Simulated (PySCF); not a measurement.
C₄H₁₀Cd, SMILES C[CH2][Cd][CH2]C.

The structure is a stationary point at PBE-D3(BJ)/def2-SVP. The isomer is the one that the SMILES or the coordinates give; other isomers of the formula were not compared. The def2 effective core potentials stand for the cores of Cd; spin–orbit coupling is left out. Other conformers were not sampled.

Level of theory: PBE-D3(BJ)/def2-SVP (PySCF).

Frequencies are harmonic and unscaled.

A small imaginary wavenumber (i) marks a very flat motion, where grid noise or a shallow saddle decides the sign.

### Question
List the normal modes with their intensities. (An estimate is asked for; the answer gives what the named calculation found.)

### Answer

```
mode  ν (cm⁻¹)  IR (km/mol)  moving atoms (share of kinetic energy)
----  --------  -----------  --------------------------------------
1           8i          0.0                 C 52 %, H 38 %, Cd 10 %
2           63          0.1                 C 53 %, Cd 24 %, H 23 %
3          100          0.3                 H 49 %, C 33 %, Cd 19 %
4          170          0.0                          C 74 %, H 26 %
5          218          0.0                           H 91 %, C 9 %
6          240          0.9                          H 83 %, C 14 %
7          253          6.6                 C 56 %, Cd 25 %, H 20 %
8          418          0.0                          C 77 %, H 23 %
9          490         48.3                 C 60 %, H 21 %, Cd 19 %
10         573          0.0                          H 85 %, C 15 %
11         624         37.1                          H 79 %, C 20 %
12         890          0.0                                  H 93 %
13         912          3.8                           H 91 %, C 9 %
14         925          0.0                          H 89 %, C 11 %
15         936          8.9                          H 85 %, C 15 %
16        1008          0.0                          C 81 %, H 19 %
17        1020         16.8                          C 76 %, H 24 %
18        1137          0.0                          H 68 %, C 32 %
19        1144         43.6                          H 64 %, C 36 %
20        1199          0.0                          H 76 %, C 24 %
21        1202          5.6                          H 77 %, C 23 %
22        1343         20.4                          H 82 %, C 18 %
23        1344          0.0                          H 82 %, C 18 %
24        1387          0.5                          H 90 %, C 10 %
25        1389          0.0                          H 90 %, C 10 %
26        1421          2.3                                  H 96 %
27        1421          0.0                                  H 97 %
28        1429          0.0                                  H 97 %
29        1429         11.9                                  H 97 %
30        2940        140.3                                  H 97 %
31        2941          0.0                                  H 97 %
32        2968         34.5                                  H 95 %
33        2969          0.0                                  H 95 %
34        3013          0.0                           H 91 %, C 9 %
35        3013         54.9                           H 91 %, C 9 %
36        3017          4.9                           H 91 %, C 9 %
37        3017          0.0                           H 91 %, C 9 %
38        3041          0.0                           H 91 %, C 9 %
39        3042         69.3                           H 91 %, C 9 %
```
